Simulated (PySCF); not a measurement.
Two-component Hartree-Fock for Cd⁺ (cadmium, charge +1)

Start: [Kr] 4d10 5s1; 5s1/2 filled at m_j = +1/2. Calculated with PySCF 2.14 in x2c-TZVPPall-2c (8s9p7d2f1g, 93 functions): generalised Hartree-Fock with the X2C-1e Hamiltonian and a Gaussian nucleus; one run each with spin-orbit coupling (SO) switched off, then screened by Boettger's factors.

```json
{"spinor shell": "1s1/2", "electrons": "2", "ε, spin-free (eV)": "-26854.7", "ε, screened SO (eV)": "-26852.6", "weight of nominal j (screened SO)": "1.000", "rms radius, screened SO (bohr)": "0.0348"}
{"spinor shell": "2s1/2", "electrons": "2", "ε, spin-free (eV)": "-4082.5", "ε, screened SO (eV)": "-4081.9", "weight of nominal j (screened SO)": "1.000", "rms radius, screened SO (bohr)": "0.142"}
{"spinor shell": "2p1/2", "electrons": "2", "ε, spin-free (eV)": "-3656.9", "ε, screened SO (eV)": "-3790.2", "weight of nominal j (screened SO)": "1.000", "rms radius, screened SO (bohr)": "0.124"}
{"spinor shell": "2p3/2", "electrons": "4", "ε, spin-free (eV)": "-3656.9", "ε, screened SO (eV)": "-3595.7", "weight of nominal j (screened SO)": "1.000", "rms radius, screened SO (bohr)": "0.128"}
{"spinor shell": "3s1/2", "electrons": "2", "ε, spin-free (eV)": "-805.88", "ε, screened SO (eV)": "-805.74", "weight of nominal j (screened SO)": "1.000", "rms radius, screened SO (bohr)": "0.381"}
{"spinor shell": "3p1/2", "electrons": "2", "ε, spin-free (eV)": "-662.82", "ε, screened SO (eV)": "-687.45", "weight of nominal j (screened SO)": "1.000", "rms radius, screened SO (bohr)": "0.375"}
{"spinor shell": "3p3/2", "electrons": "4", "ε, spin-free (eV)": "-662.82", "ε, screened SO (eV)": "-651.47", "weight of nominal j (screened SO)": "1.000", "rms radius, screened SO (bohr)": "0.386"}
{"spinor shell": "3d3/2", "electrons": "4", "ε, spin-free (eV)": "-439.55", "ε, screened SO (eV)": "-443.80", "weight of nominal j (screened SO)": "1.000", "rms radius, screened SO (bohr)": "0.362"}
{"spinor shell": "4s1/2", "electrons": "2", "ε, spin-free (eV)": "-137.55", "ε, screened SO (eV)": "-137.53", "weight of nominal j (screened SO)": "1.000", "rms radius, screened SO (bohr)": "0.943"}
{"spinor shell": "4p1/2", "electrons": "2", "ε, spin-free (eV)": "-93.340", "ε, screened SO (eV)": "-97.576", "weight of nominal j (screened SO)": "1.000", "rms radius, screened SO (bohr)": "1.01"}
{"spinor shell": "4p3/2", "electrons": "4", "ε, spin-free (eV)": "-93.340", "ε, screened SO (eV)": "-91.398", "weight of nominal j (screened SO)": "1.000", "rms radius, screened SO (bohr)": "1.04"}
{"spinor shell": "4d3/2", "electrons": "4", "ε, spin-free (eV)": "-28.148", "ε, screened SO (eV)": "-28.647", "weight of nominal j (screened SO)": "0.993", "rms radius, screened SO (bohr)": "1.36"}
{"spinor shell": "4d5/2", "electrons": "6", "ε, spin-free (eV)": "-28.148", "ε, screened SO (eV)": "-27.814", "weight of nominal j (screened SO)": "0.995", "rms radius, screened SO (bohr)": "1.38"}
{"spinor shell": "5s1/2", "electrons": "1", "ε, spin-free (eV)": "-15.717", "ε, screened SO (eV)": "-15.719", "weight of nominal j (screened SO)": "1.000", "rms radius, screened SO (bohr)": "2.96"}
```

(1) Where does 3d5/2 lie, and what is the 3d spin-orbit splitting (screened SO)?

```
   quantity    spin-free  screened SO
E (hartree)  -5590.50575  -5591.63047
        M_J          1/2          1/2
       ⟨J²⟩        0.751        0.751
       ⟨L²⟩        0.000        0.016
       ⟨S²⟩        0.751        0.767
```

Breit and QED terms are absent; they matter most for the inner s and p1/2 levels.

Densities and radii are taken from the X2C orbitals without a picture-change correction, which distorts them close to the nucleus.

Without spin-orbit coupling the j labels of p, d and f shells carry no meaning; the spin-free column gives the mean over the occupied spinors of each nl shell.

Results:

(1) At -436.59 eV, 7.210 eV above 3d3/2.
